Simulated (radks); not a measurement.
Valence configurations of the hafnium ion Hf+ (all share [Xe]). All-electron calculation, Dirac Kohn-Sham, BLYP, spin-unpolarised, spherical densities, finite nucleus; open shells fill j = l - 1/2 first; Fermi nuclear charge, rms radius 5.347 fm. Program: a radial shooting solver on a logarithmic mesh with Libxc functionals. Order these by energy: 4f14 5d1 6s1.5 6p0.5; 4f12 5d3 6s1.5 6p0.5; 4f14 5d2 6s1; 4f13 5d1 6s2 6p1; 4f14 5d1 6s1 6p1; 4f12 5d1 6s2 6p2; 4f14 5d3; 4f14 5d1 6s2; 4f12 5d2 6s2 6p1; 4f13 5d2 6s2.

Answer. From the lowest, in eV above it: 4f14 5d1 6s2 0.000; 4f14 5d2 6s1 1.256; 4f14 5d1 6s1.5 6p0.5 2.223; 4f14 5d3 3.140; 4f14 5d1 6s1 6p1 4.480; 4f13 5d2 6s2 17.305; 4f13 5d1 6s2 6p1 22.907; 4f12 5d3 6s1.5 6p0.5 43.856; 4f12 5d2 6s2 6p1 48.344; 4f12 5d1 6s2 6p2 57.160. NIST lists [Xe] 4f14 5d1 6s2 as the ground configuration; this level of theory agrees among the configurations tried. The energies are those of spherical spin-averaged densities, not of single terms.
